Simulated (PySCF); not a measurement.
A GIAO shielding run with PySCF 2.14.0 with density-fitted response routines (density fitting, non-relativistic, gas phase) on SMILES CNC(=O)CCC[SiH3], C5H13NOSi:

```
$ OMP_NUM_THREADS=1 python probes_run.py task.json out

{"job": {"kind": "nmr", "xc": "PBE0", "basis": "pcSseg-1"}, "charge": 0, "multiplicity": 1}
C      2.771106     0.542791    -0.847979
N      1.617801    -0.204455    -0.411100
C      1.280617    -0.326718     0.893778
O      1.938777     0.160756     1.788838
C      0.001901    -1.106990     1.144392
C     -1.124941    -0.145283     1.533221
C     -1.497942     0.827826     0.415971
Si    -2.223143     0.027868    -1.149989
H      3.298928     0.873605     0.045220
H      2.473025     1.414743    -1.434713
H      3.432168    -0.083973    -1.449047
H      1.019156    -0.595832    -1.120101
H      0.187087    -1.785926     1.978749
H     -0.281890    -1.691587     0.268484
H     -0.797342     0.418921     2.410482
H     -2.005010    -0.726862     1.818528
H     -2.238615     1.525616     0.813954
H     -0.623188     1.430497     0.163012
H     -1.180811    -0.611872    -1.967703
H     -3.202889    -0.992902    -0.775723
H     -2.853714     1.066719    -1.964041
```

Hardware: 1 thread of an Arm Neoverse V1, shared host. The job also computes population analyses, field gradients.

(1) How large is the calculation?

(2) How long does it take, and how much memory does it need?

Results:

(1) 72 electrons, 208 basis functions and 1095 auxiliary functions.

(2) 44 s of wall time, with 14 SCF cycles and 5 response iterations; peak memory 1 GiB. Times on a shared host scatter by some tens of per cent.
